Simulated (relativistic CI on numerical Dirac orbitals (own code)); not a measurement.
**Sn32+: computed level list**

Method of calculation: Dirac-Coulomb-Breit CI, separate exchange-only KLI orbitals for each configuration, a model potential for QED, unscaled Slater integrals (own radial code, finite nucleus).

CI space (outside the closed core [Ne]): 3s2 3p6, 3s2 3p5 3d, 3s 3p6 3d, 3s2 3p5 4s, 3s2 3p5 4p, 3s2 3p5 4d, 3s 3p6 4s, 3p6 3d 4p, 3p6 3d2, 3p5 3d3, 3p5 3d2 4s, 3p5 3d2 4p, 3p5 3d2 4d, 3p6 3d 4s, 3p5 3d 4s2, 3p5 3d 4s 4p, 3p5 3d 4s 4d. Double excitations out of closed p, d and f shells are left out; levels of such configurations are missing from the list, as are those of other unlisted configurations, and high levels can miss mixing partners.

```tsv
No.	Configuration	Term	J	E (eV)	%	Landé g
1	3s2 3p6	1S	0	0.000	100	
2	3s2 3p5 3d	3P°	0	141.036	100	
3	3s2 3p5 3d	3P°	1	145.584	83	1.329
4	3s2 3p5 3d	3F°	3	150.978	62	1.073
5	3s2 3p5 3d	3D°	2	152.695	50	1.155
6	3s2 3p5 3d	3F°	4	158.251	100	1.246
7	3s2 3p5 3d	1D°	2	161.186	48	1.141
8	3s2 3p5 3d	3D°	3	168.722	67	1.219
9	3s2 3p5 3d	3D°	1	182.114	66	0.732
10	3s2 3p5 3d	3F°	2	202.294	67	0.785
11	3s2 3p5 3d	3D°	2	214.851	44	1.234
12	3s2 3p5 3d	1F°	3	217.626	38	1.111
13	3s2 3p5 3d	1P°	1	234.025	80	0.925
14	3s 3p6 3d	3D	1	324.465	100	0.494
15	3s 3p6 3d	3D	2	327.123	90	1.144
16	3s 3p6 3d	3D	3	336.076	100	1.329
17	3s 3p6 3d	1D	2	346.088	90	1.013
18	3p6 3d2	3F	2	658.435	86	0.714
19	3p6 3d2	3F	3	668.210	100	1.079
20	3p6 3d2	3P	0	671.139	88	
21	3p6 3d2	3F	4	674.651	74	1.181
22	3p6 3d2	3P	2	675.588	46	1.190
23	3p6 3d2	3P	1	677.730	100	1.497
24	3p6 3d2	1G	4	685.412	74	1.060
25	3p6 3d2	3P	2	688.324	53	1.249
26	3p6 3d2	1S	0	705.917	88	
27	3p5 3d3(4F)	5F°	2	796.383	37	1.144
28	3p5 3d3(4F)	5D°	1	797.081	50	0.971
29	3p5 3d3(4F)	5D°	0	799.227	89	
30	3p5 3d3(4F)	5F°	3	800.502	49	1.226
31	3p5 3d3(4F)	5F°	4	804.619	49	1.287
32	3p5 3d3(4P)	5S°	2	805.447	55	1.788
33	3p5 3d3(4P)	5D°	3	806.101	32	1.190
34	3p5 3d3(2G)	3F°	2	807.685	38	1.062
35	3p5 3d3(4F)	5D°	1	808.621	37	0.777
36	3p5 3d3(4F)	5G°	5	808.809	44	1.278
37	3p5 3d3(4P)	5D°	4	810.579	44	1.306
38	3p5 3d3(4F)	3G°	3	811.232	45	0.983
39	3p5 3d3(4F)	5G°	6	812.402	52	1.231
40	3p5 3d3(4F)	3G°	4	814.902	42	1.103
41	3p5 3d3(2D)	3P°	0	816.710	60	
42	3p5 3d3(2P)	3D°	3	817.178	25	1.231
43	3p5 3d3(2D)	3D°	2	817.437	25	1.241
44	3p5 3d3(2P)	3P°	1	818.427	36	1.586
45	3p5 3d3(4F)	3G°	5	818.891	36	1.244
```

Energies count from the lowest computed level; ° marks odd parity. Percentages are summed over parent terms; the parents shown are those of the largest component, closed shells are left out there.

The mean weight of the leading LS term, summed over parents, in these 45 levels is 63 %, and that of the leading jj configuration (from the same eigenvectors) 82 %, so jj coupling describes them better and the LS labels are nominal.

At this charge energies of transitions that change n are usually good to better than 1 %, and those within a shell (Δn = 0) to a few per cent.

LS names give the leading component of a level, which can be under half, so a name can repeat, a term be missing and a line seem to break the LS rules.
